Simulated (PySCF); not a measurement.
C₆ coefficients of unlike pairs at UHF

Calculated with PySCF 2.14 from the dipole response of each species, C₆(A,B) = (3/π) ∫ α_A(iu) α_B(iu) du, in atomic units, from isotropic polarisabilities. For ions this is the dispersion term alone; charge-induced terms of lower order in 1/R come first.

```tsv
species	configuration	basis	relativity	α (bohr³)	C₆ (like pair)
Li	[He] 2s1 (2S)	aug-cc-pVDZ-DK (4s3p2d)	spin-free X2C	168.6	1457
Ru⁺	[Kr] 4d7 (4F)	def2-QZVPPD with the def2 core potential (28 electrons) (7s5p4d4f2g)	core potential	13.29	83.07
Si³⁺	[Ne] 3s1 (2S)	aug-cc-pwCVDZ (6s5p3d)	none	8.053	16.13
Ar	[Ar] (1S)	aug-cc-pwCVTZ (8s7p5d3f)	none	10.50	61.10
```

Problem. Estimate C₆ for Si³⁺ with Ru⁺.

Solution. The integral gives 34.35. The combination rule 2 C_A C_B / (C_A α_B/α_A + C_B α_A/α_B) gives 34.82 and the geometric mean 36.60.

No spin-orbit coupling is included.

The other pairs:

```
    pair     C₆
Si³⁺, Li  115.4
 Ar, Ru⁺  71.00
 Ru⁺, Li  204.1
  Ar, Li  166.5
Ar, Si³⁺  29.25
```
